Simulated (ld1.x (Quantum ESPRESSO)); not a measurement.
Which change was made? (Ce, ultrasoft)

ld1.x (Quantum ESPRESSO) 7.5 input, shortened:

```
&input
   title='Ce', zed=58., rel=1, dft='WC', iswitch=3,
   config='[Xe] 4f1 5d0 6s0 6p0'
 /
 &inputp
   pseudotype=3, tm=.true., lloc=-1, rcloc=1.80,
   nlcc=.true., rcore=1.65,
   which_augfun='PSQ', rmatch_augfun_nc=.true.
 /
6
5S  1  0   2.00   0.00  1.95  2.10  0.0
6S  2  0   0.00   0.00  1.95  2.10  0.0
5P  2  1   6.00   0.00  2.70  2.85  0.0
6P  3  1   0.00   0.00  2.70  2.85  0.0
5D  3  2   0.00   0.00  2.75  3.25  0.0
5D  3  2   0.00   0.70  2.75  3.25  0.0
 &test
   configts(1)='5s2 5p6 5d0 6s0 6p0'
 /
```

Cutoffs, loose and tight: the cutoffs (Ry, on a coarse ladder) from which the occupation-weighted sum of valence levels, in a spherical-Bessel basis at the reference potential, stays within 10 and 1 mRy of its value at 400 Ry. They do not see the model core or the augmentation charge, which bear on the density cutoff. Test errors are all-electron minus pseudo excitation energies from the reference, over the configurations 5s2 5p6 5d1 6s2 6p0; 5s2 5p6 5d1 6s1 6p0; 5s2 5p6 5d1 6s0 6p0; 5s2 5p6 5d2 6s0 6p0; 5s2 5p6 5d1.5 6s1.5 6p0; 5s2 5p6 5d1 6s1.5 6p0; 5s2 5p6 5d0 6s2 6p0; variants that change the core or the reference have their own tests.

The base gives: outcome: generated, overlap not positive; bound ghosts: not determined (overlap not positive); largest test error (meV): +22.

Problem. After one change the result is: outcome: generated; cutoff, loose: 10 Ry; cutoff, tight: 15 Ry; bound ghosts: none; largest test error (meV): -40. Which change was it?
A. core [Kr] 4d10, valence charge 12; reference 4f1 5s2 5p6 5d1 6s1.5 6p0.5; waves now 5s (bound): rcut 2.60, rcutus 3.00 bohr; 6s (bound): rcut 2.60, rcutus 3.00 bohr; 5p (bound): rcut 2.30, rcutus 2.80 bohr; 6p (bound): rcut 2.30, rcutus 2.80 bohr; 5d (bound): rcut 3.50, rcutus 3.90 bohr; 5d channel at 0.7 Ry: rcut 3.50, rcutus 3.90 bohr; 4f (bound): rcut 1.10, rcutus 1.25 bohr; 4f channel at 3.8 Ry: rcut 1.10, rcutus 1.25 bohr; local potential all-electron potential smoothed inside 3.25 bohr (lloc = -1); core correction none
B. all radii but the core radius scaled by about 1.27 (s 2.66, p 3.62, d 4.12 bohr, rcut 2.48/3.42/3.50); local potential all-electron potential smoothed inside 2.28 bohr (lloc = -1)
C. waves 5d (bound): rcut 2.66, rcutus 2.82 bohr; 5d channel at 0.7 Ry: rcut 2.66, rcutus 2.82 bohr
D. local potential all-electron potential smoothed inside 3.48 bohr (lloc = -1)
E. waves 5p (bound): rcut 2.70, rcutus 3.40 bohr; 6p (bound): rcut 2.70, rcutus 3.40 bohr

Solution. E. The others give: waves 5d (bound): rcut 2.66, rcutus 2.82 bohr; 5d channel at 0.7 Ry: rcut 2.66, rcutus 2.82 bohr → outcome: generated, overlap not positive; bound ghosts: not determined (overlap not positive); largest test error (meV): -236 | all radii but the core radius scaled by about 1.27 (s 2.66, p 3.62, d 4.12 bohr, rcut 2.48/3.42/3.50); local potential all-electron potential smoothed inside 2.28 bohr (lloc = -1) → outcome: failed: chargeps: negative rho | core [Kr] 4d10, valence charge 12; reference 4f1 5s2 5p6 5d1 6s1.5 6p0.5; waves now 5s (bound): rcut 2.60, rcutus 3.00 bohr; 6s (bound): rcut 2.60, rcutus 3.00 bohr; 5p (bound): rcut 2.30, rcutus 2.80 bohr; 6p (bound): rcut 2.30, rcutus 2.80 bohr; 5d (bound): rcut 3.50, rcutus 3.90 bohr; 5d channel at 0.7 Ry: rcut 3.50, rcutus 3.90 bohr; 4f (bound): rcut 1.10, rcutus 1.25 bohr; 4f channel at 3.8 Ry: rcut 1.10, rcutus 1.25 bohr; local potential all-electron potential smoothed inside 3.25 bohr (lloc = -1); core correction none → outcome: failed: find_q: problem finding q | local potential all-electron potential smoothed inside 3.48 bohr (lloc = -1) → outcome: generated; cutoff, loose: 12 Ry; cutoff, tight: 18 Ry; bound ghosts: none; largest test error (meV): -50. A file whose overlap is not positive is unfit for use, and its test errors describe a broken file.
